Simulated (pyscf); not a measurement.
## `[CH3][N]([CH3])[SiH2][N]([CH3])[CH3]`, singlet

Gas-phase minimum from PySCF at ωB97X-D3(BJ)/def2-SVP, one conformer. H₃C–N(CH₃)–SiH₂–N(CH₃)–CH₃ lies 37.0 kcal/mol over its isomer H₃C–N(CH₃)–Si(CH₃)(CH₃)–NH₂ (electronic energy, ωB97M-D3(BJ)/def2-TZVP). 

```
Si
N 1 1.7321
C 2 1.4460 1 123.79
H 3 1.1007 2 110.42 1 -14.74
H 3 1.1072 4 107.73 2 121.45
H 3 1.1088 4 107.73 5 115.39
C 2 1.4480 3 114.51 4 177.73
H 7 1.1010 2 109.95 3 -177.27
H 7 1.1070 8 107.57 2 -121.13
H 7 1.1087 8 108.19 9 -115.77
N 1 1.7321 2 108.65 3 142.29
C 11 1.4460 1 123.78 2 142.35
H 12 1.1007 11 110.42 1 -14.79
H 12 1.1072 13 107.73 11 121.45
H 12 1.1088 13 107.73 14 115.39
C 11 1.4480 12 114.52 13 177.72
H 16 1.1010 11 109.94 12 -177.27
H 16 1.1070 17 107.57 11 -121.13
H 16 1.1087 17 108.18 18 -115.77
H 1 1.4982 2 116.20 3 -100.92
H 1 1.4982 20 108.25 13 114.76
```
Charge 0, spin multiplicity 1.

Properties at ωB97X-D3(BJ)/def2-SVP:

```json
{
 "harmonic_wavenumbers_unscaled": "58, 66, 89, 167, 185, 218, 221, 249, 262, 283, 320, 384, 399, 661, 678, 710, 766, 938, 988, 1037, 1048, 1099, 1099, 1125, 1126, 1179, 1179, 1283, 1288, 1343, 1344, 1440, 1440, 1464, 1465, 1470, 1472, 1475, 1477, 1493, 1495, 1516, 1517, 2205, 2222, 3002, 3002, 3007, 3009, 3064, 3064, 3072, 3073, 3151, 3152, 3153, 3153 cm⁻¹",
 "zero_point_energy": "115.6 kcal/mol",
 "rotational_symmetry_number": "2",
 "Entropy of this conformer at 298 K and 1 atm, rigid rotor and harmonic oscillator, modes under 100 cm⁻¹ raised to 100": "404.8 J/(mol K)",
 "dipole_moment": "0.81 D"
}
```

Single-point totals, which compare only within one level:

```tsv
level	total energy (hartree)
ωB97X-D3(BJ)/def2-TZVP	-560.15166
PBE/def2-TZVP	-559.46146
r²SCAN/def2-TZVP	-559.78861
B3LYP-D3(BJ)/def2-TZVP	-560.04764
PBE0-D3(BJ)/def2-TZVP	-559.54726
M06-2X/def2-TZVP	-559.83324
ωB97M-D3(BJ)/def2-TZVP	-560.09620
```

Soft torsions are taken as harmonic, which can shift the entropy by several J/(mol K).
